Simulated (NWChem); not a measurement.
System: SiNH₃O, singlet; SMILES O[Si]N

NWChem printed, in part:

```
             Northwest Computational Chemistry Package (NWChem) 7.3.0
             --------------------------------------------------------

                             Geometry "geometry" -> ""
                             -------------------------

 Output coordinates in angstroms (scale by  1.889725989 to convert to a.u.)

  No.       Tag          Charge          X              Y              Z
 ---- ---------------- ---------- -------------- -------------- --------------
    1 Si                  14.0000    -0.65909900     0.06027100     0.00000000
    2 O                    8.0000     0.41027800     1.34904600     0.00000000
    3 H                    1.0000     1.36308300     1.20217700     0.00000000
    4 N                    7.0000     0.41480300    -1.29435500     0.00000000
    5 H                    1.0000     1.43226500    -1.29407900     0.00000000
    6 H                    1.0000     0.04803100    -2.24118700     0.00000000

 Effective nuclear repulsion energy (a.u.)     102.2467594188

                                 NWChem DFT Module
                                 -----------------

 Summary of "ao basis" -> "ao basis" (spherical)
 ------------------------------------------------------------------------------
       Tag                 Description            Shells   Functions and Types
 ---------------- ------------------------------  ------  ---------------------
 Si                         def2-svp                 8       18   4s3p1d
 O                          def2-svp                 6       14   3s2p1d
 H                          def2-svp                 3        5   2s1p
 N                          def2-svp                 6       14   3s2p1d

 in cosmo_initialize ...
 calling solv_data for solv:hexane

 solvent parameters
 solvname_short: hexane
 solvname_long:  n-hexane
 dielec:        1.8819
 dielecinf:     1.8903
 nonaqueous SMD model solvent descriptors
 dielec:        1.8819
 sola:          0.0000
 solb:          0.0000
 solc:          0.0000
 solg:         25.7500
 solh:          0.0000
 soln:          1.3749

          ---------------
          -cosmo- solvent
          ---------------
 Cosmo: York-Karplus, doi: 10.1021/jp992097l
 dielectric constant -eps-     =   1.88
 screen = (eps-1)/(eps    )    =   0.46862
 surface charge correction     = lagrangian

   van der Waals surface
 --------------------------

 ---------- ATOMIC COORDINATES (A.U.) ------------ VDWR(ANG.) --
     1   -1.24551651    0.11389568    0.00000000     2.470
     2    0.77531300    2.54932729    0.00000000     2.294
     3    2.57585337    2.27178512    0.00000000     1.200
     4    0.78386401   -2.44597628    0.00000000     1.890
     5    2.70658839   -2.44545472    0.00000000     1.200
     6    0.09076543   -4.23522932    0.00000000     1.200
 number of segments per atom =        128
 number of   points per atom =        128
 atom (   nspa,  nppa )
 ----------------------
    1 (     76,     0 )       0
    2 (     84,     0 )       0
    3 (      2,     0 )       0
    4 (     54,     0 )       0
    5 (     40,     0 )       0
    6 (     46,     0 )       0
 number of -cosmo- surface points =      302
 molecular surface =    107.450 angstrom**2
 molecular volume  =     97.895 angstrom**3
 -lineq- algorithm             =   0
 -bem- low  level              =   3
 -bem- from -octahedral-
 gaussian surface charge width =   4.50000
 degree of switching           =   1.00000
 switching function tolerance  =   0.00010
 atomic radii =
 --------------
    1 14.000  2.470
    2  8.000  2.294
    3  1.000  1.200
    4  7.000  1.890
    5  1.000  1.200
    6  1.000  1.200
 ...... end of -cosmo- initialization ......

 nat:                     6
 ixmem:                  2111
 calling mnsol_interface()
 G(SMD-CDS) energy (kcal/mol)  =    -0.475
 SMD-CDS SASA (angstrom**2)    =   111.753

[...]

                                COSMO-SMD solvation results
                                ---------------------------

             internal energy in gas <Psi(g)|H|Psi(g)> =      -420.852229976399
         internal energy in solvent <Psi(s)|H|Psi(s)> =      -420.851896883165
                               delta internal energy  =         0.000333093234 (    0.21 kcal/mol)
   total free energy in solvent <Psi(s)|H+V/2|Psi(s)> =      -420.856798439482
 polarization energy contribution <Psi(s)|V/2|Psi(s)> =        -0.004901556317 (   -3.08 kcal/mol)
    total free energy in solvent including G(SMD-CDS) =      -420.857555855394
                       G(SMD-CDS) energy contribution =        -0.000757415912 (   -0.48 kcal/mol)
     1 M fixed-concentration free energy of solvation =        -0.005325878995 (   -3.34 kcal/mol)

                       DFT Final Molecular Orbital Analysis
                       ------------------------------------

 Vector   14  Occ=2.000000D+00  E=-3.537044D-01
              MO Center=  3.6D-01,  1.1D+00,  2.3D-09, r^2= 1.6D+00
   Bfn.  Coefficient  Atom+Function         Bfn.  Coefficient  Atom+Function
  ----- ------------  ---------------      ----- ------------  ---------------
    23      0.559258  2 O  py                26      0.407249  2 O  py
    42     -0.186571  4 N  py                21      0.148332  2 O  s
    57     -0.131277  6 H  s                 20      0.122600  2 O  s
    40      0.118809  4 N  s                  9     -0.117518  1 Si py
    33     -0.088391  3 H  s                 45      0.086049  4 N  py

 Vector   15  Occ=2.000000D+00  E=-2.867698D-01
              MO Center=  3.5D-01, -8.5D-01,  5.2D-10, r^2= 1.8D+00
   Bfn.  Coefficient  Atom+Function         Bfn.  Coefficient  Atom+Function
  ----- ------------  ---------------      ----- ------------  ---------------
    43      0.517728  4 N  pz                46     -0.450750  4 N  pz
    24      0.251674  2 O  pz                27      0.207380  2 O  pz
    13     -0.102204  1 Si pz                10     -0.090211  1 Si pz
    15      0.071325  1 Si d -1               7      0.051854  1 Si pz

 Vector   16  Occ=2.000000D+00  E=-2.467217D-01
              MO Center= -1.0D+00,  3.2D-02,  8.0D-09, r^2= 2.2D+00
   Bfn.  Coefficient  Atom+Function         Bfn.  Coefficient  Atom+Function
  ----- ------------  ---------------      ----- ------------  ---------------
     3      0.481416  1 Si s                  4      0.442340  1 Si s
    11     -0.309546  1 Si px                 2      0.292125  1 Si s
     8     -0.283230  1 Si px                40     -0.191925  4 N  s
     5      0.157606  1 Si px                21     -0.157172  2 O  s
    41     -0.133612  4 N  px                42      0.128125  4 N  py

 Vector   17  Occ=0.000000D+00  E=-1.676573D-02
              MO Center= -6.1D-01,  1.3D-02, -1.6D-08, r^2= 2.8D+00
   Bfn.  Coefficient  Atom+Function         Bfn.  Coefficient  Atom+Function
  ----- ------------  ---------------      ----- ------------  ---------------
    13      0.771324  1 Si pz                10      0.371985  1 Si pz
    46     -0.305953  4 N  pz                43      0.241963  4 N  pz
    27     -0.235434  2 O  pz                24     -0.214457  2 O  pz
     7     -0.196985  1 Si pz                17      0.050826  1 Si d  1

 Vector   18  Occ=0.000000D+00  E= 5.205891D-02
              MO Center= -4.1D-01,  1.2D-01, -1.5D-09, r^2= 4.5D+00
   Bfn.  Coefficient  Atom+Function         Bfn.  Coefficient  Atom+Function
  ----- ------------  ---------------      ----- ------------  ---------------
    12      0.959168  1 Si py                21     -0.728040  2 O  s
    40      0.717407  4 N  s                 34      0.480224  3 H  s
    53     -0.301356  5 H  s                  9      0.242808  1 Si py
    58     -0.183245  6 H  s                 20     -0.152274  2 O  s
    33      0.149334  3 H  s                 52     -0.141474  5 H  s

 Vector   19  Occ=0.000000D+00  E= 6.228261D-02
              MO Center=  1.1D+00, -5.9D-01,  1.5D-09, r^2= 4.8D+00
   Bfn.  Coefficient  Atom+Function         Bfn.  Coefficient  Atom+Function
  ----- ------------  ---------------      ----- ------------  ---------------
    40      1.165574  4 N  s                 53     -0.797248  5 H  s
    34     -0.625872  3 H  s                 58     -0.590263  6 H  s
    21      0.485947  2 O  s                 11     -0.361236  1 Si px
     4     -0.232960  1 Si s                 25      0.228431  2 O  px
    44      0.197065  4 N  px                39      0.180775  4 N  s

     Multipole analysis of the density
     ---------------------------------

     L   x y z        total         alpha         beta         nuclear
     -   - - -        -----         -----         ----         -------
     0   0 0 0     -0.000000    -16.000000    -16.000000     32.000000

     1   1 0 0      1.163652      0.769062      0.769062     -0.374472
     1   0 1 0     -0.913346     -0.685885     -0.685885      0.458425
     1   0 0 1     -0.000000     -0.000000     -0.000000      0.000000

     2   2 0 0    -17.270910    -31.034065    -31.034065     44.797220
     2   1 1 0      0.429885      0.588177      0.588177     -0.746468
     2   1 0 1      0.000000      0.000000      0.000000      0.000000
     2   0 2 0    -17.790272    -70.461232    -70.461232    123.132192
     2   0 1 1     -0.000000     -0.000000     -0.000000      0.000000
     2   0 0 2    -18.813807     -9.406904     -9.406904      0.000000
```

Level: PBE0/def2-SVP, SMD on the gas-phase geometry. Low-valent species are run as closed-shell singlets; no triplet was tried in these runs. Structure relaxed at the PBE0/def2-SVP level. Solvent: n-hexane.

Task: Which NWChem input produces such a log?

Result: Several could match; the one computed here: the input that was run:
```
start job
memory heap 200 mb stack 900 mb global 1100 mb
geometry units angstroms noautosym nocenter noautoz
  Si    -0.659099     0.060271     0.000000
  O      0.410278     1.349046     0.000000
  H      1.363083     1.202177     0.000000
  N      0.414803    -1.294355     0.000000
  H      1.432265    -1.294079     0.000000
  H      0.048031    -2.241187     0.000000
end
basis spherical
  * library def2-svp
end
dft
  xc pbe0
  iterations 150
end
cosmo
  do_cosmo_smd true
  solvent hexane
end
task dft energy
```
